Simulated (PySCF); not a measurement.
C8H8O2S.
Numbering: `[CH2:1]=[CH:2][S:3](=[O:4])(=[O:5])[c:6]1[cH:7][cH:8][cH:9][cH:10][cH:11]1` (hydrogens: H12, H13 on C1; H14 on C2; H15 on C7; H16 on C8; H17 on C9; H18 on C10; H19 on C11)

The same species was optimised twice, with GFN2-xTB and with PBE0-D3(BJ)/def2-SVP (PySCF), and the same property calculations (PySCF, gas phase) were run on both structures.

| coordinate | GFN2-xTB | PBE0-D3(BJ)/def2-SVP | change |
| --- | --- | --- | --- |
| C2–S3 (Å) | 1.801 | 1.777 | -0.024 |
| S3=O4 (Å) | 1.438 | 1.462 | +0.024 |
| S3=O5 (Å) | 1.439 | 1.460 | +0.021 |
| C1=C2 (Å) | 1.313 | 1.329 | +0.016 |
| S3–C6 (Å) | 1.796 | 1.781 | -0.015 |
| C6–C11 (Å) | 1.381 | 1.394 | +0.013 |
| C6–C7 (Å) | 1.381 | 1.393 | +0.012 |
| C9–C10 (Å) | 1.387 | 1.396 | +0.009 |
| C8–C9 (Å) | 1.386 | 1.395 | +0.009 |
| C7–C8 (Å) | 1.385 | 1.393 | +0.008 |
| C10–C11 (Å) | 1.385 | 1.392 | +0.007 |
| O4–S3–O5 (°) | 118.6 | 121.8 | +3.2 |
| O5–S3–C6 (°) | 108.9 | 107.5 | -1.4 |
| C2–S3–O5 (°) | 108.1 | 106.8 | -1.3 |
| C2–S3–C6 (°) | 102.3 | 103.5 | +1.2 |
| O4–S3–C6 (°) | 109.1 | 107.9 | -1.2 |
| C2–S3–O4 (°) | 108.6 | 107.9 | -0.7 |
| S3–C6–C7 (°) | 119.3 | 118.7 | -0.6 |
| C6–C7–C8 (°) | 119.1 | 118.7 | -0.4 |
| C1–C2–S3–O4 (°) | -4 | 2 | +6 |
| C2–S3–C6–C7 (°) | 89 | 93 | +4 |

Rotational constants: A = 1923, B = 691.8, C = 634.3 MHz (GFN2-xTB) against A = 1952, B = 687.1, C = 624.8 MHz (PBE0-D3(BJ)/def2-SVP). Point groups within 0.08 Å: C1 and C1. Atoms that the bonding makes alike are paired by their places after alignment.

On the GFN2-xTB structure: HOMO (eV) -8.01 [PBE0/pcSseg-1]; LUMO (eV) -1.58 [PBE0/pcSseg-1]; dipole (D) 5.17 [PBE0/pcSseg-1]; GIAO shielding of C1 (ppm) 55.1 [PBE0/pcSseg-1]; GIAO shielding of C2 (ppm) 34.2 [PBE0/pcSseg-1]; GIAO shielding of S3 (ppm) 217.7 [PBE0/pcSseg-1]; GIAO shielding of O4/O5 (mean) (ppm) 157.4 [PBE0/pcSseg-1]; GIAO shielding of C6 (ppm) 36.8 [PBE0/pcSseg-1]; GIAO shielding of C7/C11 (mean) (ppm) 53.4 [PBE0/pcSseg-1]; GIAO shielding of C8/C10 (mean) (ppm) 52.4 [PBE0/pcSseg-1]; GIAO shielding of C9 (ppm) 48.2 [PBE0/pcSseg-1].

Task: What do these properties become on the PBE0-D3(BJ)/def2-SVP structure?

Result: 
```
                                    property          level  on GFN2-xTB  on PBE0-D3(BJ)/def2-SVP  change
                                   HOMO (eV)  PBE0/pcSseg-1        -8.01                    -7.94   +0.07
                                   LUMO (eV)  PBE0/pcSseg-1        -1.58                    -1.65   -0.07
                                  dipole (D)  PBE0/pcSseg-1         5.17                     5.00   -0.17
energy, GFN2-xTB geometry as zero (kcal/mol)  PBE0/pcSseg-1          0.0                     -2.3    -2.3
                  GIAO shielding of C1 (ppm)  PBE0/pcSseg-1         55.1                     50.2    -4.9
                  GIAO shielding of C2 (ppm)  PBE0/pcSseg-1         34.2                     33.9    -0.3
                  GIAO shielding of S3 (ppm)  PBE0/pcSseg-1        217.7                    210.4    -7.3
        GIAO shielding of O4/O5 (mean) (ppm)  PBE0/pcSseg-1        157.4                    145.7   -11.7
                  GIAO shielding of C6 (ppm)  PBE0/pcSseg-1         36.8                     36.4    -0.4
       GIAO shielding of C7/C11 (mean) (ppm)  PBE0/pcSseg-1         53.4                     50.0    -3.4
       GIAO shielding of C8/C10 (mean) (ppm)  PBE0/pcSseg-1         52.4                     50.1    -2.3
                  GIAO shielding of C9 (ppm)  PBE0/pcSseg-1         48.2                     45.8    -2.4
```

The heavy atoms differ by 0.060 Å rms after alignment (one structure mirrored). Among bonds between heavy atoms C2–S3 and S3=O4 change most and about equally (-0.024 to +0.024 Å). Changes are differences of the printed values. Neither structure is proved a minimum here.

The values belong to the conformer `[CH2:1]=[CH:2][S:3](=[O:4])(=[O:5])[c:6]1[cH:7][cH:8][cH:9][cH:10][cH:11]1`: C1–C2–S3–O4 2°, C2–S3–C6–C7 93°.
